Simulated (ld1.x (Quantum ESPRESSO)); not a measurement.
## Li, TM: configuration errors across variants

* Element: lithium (Li)
* Generator: ld1.x (Quantum ESPRESSO) 7.5
* Type: norm-conserving Troullier–Martins (Kleinman–Bylander form)
* Functional: LDA (PZ)
* Relativity: scalar-relativistic
* Frozen core: [He]
* Valence charge: 1
* Reference configuration: 2s1 2p0
* Partial waves: 2s (bound): rc 2.45 bohr; 2p (bound, empty): rc 4.20 bohr
* Local potential: all-electron potential smoothed inside 2.65 bohr (lloc = -1)
* Core correction: a·sin(br)/r model core, default radius (core density twice the valence density)

All-electron excitation energies from the reference (eV): (1) 2s0.5 2p0 2.045; (2) 2s0 2p1 1.754; (3) 2s1 2p0 spin -0.233; (4) 2s0.5 2p0 spin 1.953.

Spin tests fill each open shell by Hund’s rule, majority spin first.

The default core radius of the base comes out at 1.51 bohr.

Errors AE − PS in meV (a dash: test not solved or not reliable):

```csv
change,(1),(2),(3),(4),bound ghosts
base,+1.0,-4.6,+1.1,+1.1,none
core correction none,+6.0,-0.6,+20,+17,none
core correction a·sin(br)/r model core inside 1.20 bohr,+0.8,-4.7,+0.5,+0.7,none
core correction a·sin(br)/r model core inside 1.56 bohr,+1.0,-4.5,+1.4,+1.3,none
core correction a·sin(br)/r model core inside 2.52 bohr,+4.6,-1.7,+14,+11,none
core correction a·sin(br)/r model core inside 2.82 bohr,+5.3,-1.1,+17,+14,none
```

Task: Give the same row for: core correction a·sin(br)/r model core inside 1.98 bohr.

Result: +2.2, -3.6, +5.6, +4.5; bound ghosts: none.
